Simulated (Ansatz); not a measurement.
FGeH₅O₂Si, SMILES `[OH][GeH2][SiH](O)F`. Charge 0, multiplicity 1. Geometry: relaxed with PBE0-D4/def2-TZVP. It is one conformer, not always the lowest.

```xyz
10

O    -0.179   -0.267    2.159
Ge    0.197   -1.062    0.598
Si    0.272    0.759   -0.935
O    -1.274    1.151   -1.287
F     1.034    0.267   -2.256
H    -0.269   -0.893    2.880
H    -0.898   -2.098    0.265
H     1.548   -1.800    0.718
H     1.026    1.942   -0.450
H    -1.457    2.001   -1.691
```

(1) What is the dipole moment at B3LYP/def2-TZVPP? (An estimate is asked.)

(2) And with PBE, r2SCAN, ωB97M-V? (An estimate is asked.)

(3) Give the Mulliken charges with B3LYP, ωB97M-V, r2SCAN in def2-TZVPP. (Estimate.)

## Answers

(1) Computed: 0.56 D, with components (-0.34, 0.32, 0.32) D in this frame, pointing from negative to positive charge.

(2) The calculation gave: PBE 0.62 D, r2SCAN 0.59 D, ωB97M-V 0.53 D.

(3) The calculation gave: 
```csv
atom,B3LYP,ωB97M-V,r2SCAN
O1,-0.44,-0.43,-0.45
Ge2,0.28,0.20,0.30
Si3,0.64,0.61,0.65
O4,-0.37,-0.36,-0.39
F5,-0.32,-0.31,-0.32
H6,0.17,0.16,0.19
H7,-0.03,0.00,-0.03
H8,-0.03,0.00,-0.04
H9,-0.10,-0.06,-0.10
H10,0.19,0.18,0.21
```

B3LYP here is the variant with VWN-RPA as its local correlation; programs differ in this.
